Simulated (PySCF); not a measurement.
Si(OH)2(SH)2 (H₄O₂S₂Si), SMILES S[Si](O)(S)O. Coordinates come from a PBE-D3(BJ)/def2-SVP optimisation. Other conformers were not sampled.

Computed with PBE-D3(BJ)/def2-SVP in PySCF.

Harmonic wavenumbers (cm⁻¹): 109, 135, 206, 210, 236, 253, 265, 293, 323, 447, 549, 686, 702, 795, 805, 888, 932, 2611, 2621, 3740, 3762. Rotational constants (GHz): 2.666, 1.925, 1.543; symmetry number 1.

Problem. Work out the zero-point energy and the ideal-gas rigid-rotor harmonic-oscillator thermochemistry at 298.15 K and 1 atm.

Solution. ZPE = ½ Σ hcν = ½ × 20570 cm⁻¹ = 123.03 kJ/mol. H − E(el) = 147.93 kJ/mol. Entropy in J/(mol K): translation 169.28, rotation 117.56, vibration 87.26, total 374.10. G − E(el) = 36.39 kJ/mol. Cp = 127.73 J/(mol K). Modes under 150 cm⁻¹ make the vibrational entropy uncertain.
